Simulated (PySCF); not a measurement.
## Stationary points of PbI₂

Method: PBE0/[Pb def2-TZVP with ECP60, I def2-TZVP with ECP28], scalar-relativistic core potentials, density fitting, no spin–orbit coupling, PySCF.

Relaxations began from a few typed shapes. The search is not exhaustive: other isomers or separated fragments can lie lower, and high-lying points may rest on an excited occupation.

```csv
spin,group,bonds,angles,imaginary modes (cm⁻¹),ΔE (kJ/mol),ΔE with ZPE (kJ/mol)
singlet,C2v,Pb–I 2.807 Å (×2),I–Pb–I 100.7°,none,0.0,0.0
singlet,D∞h,Pb–I 2.930 Å (×2),I–Pb–I 180.0°,"58i, 58i",94.9,–
```

The lowest minimum found is the singlet C2v: Pb–I 2.807 Å (×2); I–Pb–I 100.7°.

Counting electrons, lead keeps 2 of its valence electrons outside its bonds, so the VSEPR class is AX2E1 and the expected shape is bent (C2v), as computed.

For the lowest minimum: no spin–orbit coupling is included, which matters more the heavier the element.
